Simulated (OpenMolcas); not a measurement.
# W⁴⁺: the spin-orbit constant, worked from levels

* Program: OpenMolcas 26.06
* Basis: ANO-RCC-VTZP [8s7p5d3f2g1h]
* Scalar Hamiltonian: DKH2, point nucleus
* Active space: 2 electrons in 5 orbitals (5d)
* State averaging: 2S+1 = 3 even, 10 roots; 2S+1 = 1 even, 15 roots
* Spin-orbit coupling: state interaction with AMFI integrals over the reference wave functions, term energies averaged over their components

Methods: CASSCF; SS-CASPT2, IPEA 0.25 Eh, imaginary shift 0.1 Eh (closed shells correlated: 5s 5p). Measured levels: the list in J. Phys. B 45, 065001 (2012).

**The spin-orbit constant.** For the Hund term ³F of d2, E(J) = (A/2) J(J+1) + constant and ζ = 2S·A = 2A. From J = 2 to J = 4 the energy changes by 7 A.

| Source | E(4) - E(2) | A | ζ |
| --- | --- | --- | --- |
| CASSCF | 11709.6 | 1672.8 | 3346 |
| SS-CASPT2 | 11861.6 | 1694.5 | 3389 |
| measured | 11519.4 | 1645.6 | 3291 |

All in cm-1. SS-CASPT2 is off by +3.0 % and CASSCF by +1.7 %. Both methods take the spin-orbit matrix elements from the reference wave functions, so the second can move ζ only through the term energies and any multistate remixing. Second-order mixing with other terms is absorbed into this ζ.

Term energies are means over components that CASPT2 splits; among the terms shown or strongly mixed into the levels shown the widest spread is 210 cm-1 (5d² ³F, SS-CASPT2). Without dynamic correlation excited terms often stand tens of per cent too high (terms of higher spin than the ground term too low), and those without a measured partner can miss by more than the paired ones (holds for CASSCF). Computed and measured levels are paired by configuration, term and J; levels that our copy of the source lacks, or whose pairing is in doubt (as where it misses far off the trend of its configuration), stay unpaired and out of the deviations. Only configurations of the active space appear.
